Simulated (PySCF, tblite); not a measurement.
Species: C5H10B2F2Si.
SMILES: `FB(BF)C[SiH]1CC=CC1`

Jobs on this species (20 atoms, 82 electrons) with PySCF (density fitting) and tblite. Hardware of each: one thread, Arm Neoverse V1 (aarch64), shared host. The host was shared with other jobs, so the times are rough.

Question: Rank these jobs by wall time, shortest first.
A. GFN2-xTB; L-BFGS relaxation
B. GFN2-xTB; Hessian by finite differences
C. PBE0/pcSseg-1; shieldings, ring-centre shieldings, charges and field gradients, density and orbital grids written; 227 basis functions

Answer: B (1.0 s), A (1.8 s), C (75 s).

All jobs:

```json
{"level and settings": "GFN2-xTB", "work": "Hessian by finite differences", "basis functions": "–", "SCF cycles": "–", "wall time": "1.0 s"}
{"level and settings": "GFN2-xTB", "work": "L-BFGS relaxation", "basis functions": "–", "SCF cycles": "–", "wall time": "1.8 s"}
{"level and settings": "PBE0/pcSseg-1", "work": "shieldings, ring-centre shieldings, charges and field gradients, density and orbital grids written", "basis functions": "227", "SCF cycles": "14", "wall time": "75 s"}
```

Question: What do all jobs in the table cost together?

Answer: About 78 s; the longest takes about 96 % of that, and about 75 times as long as the shortest.
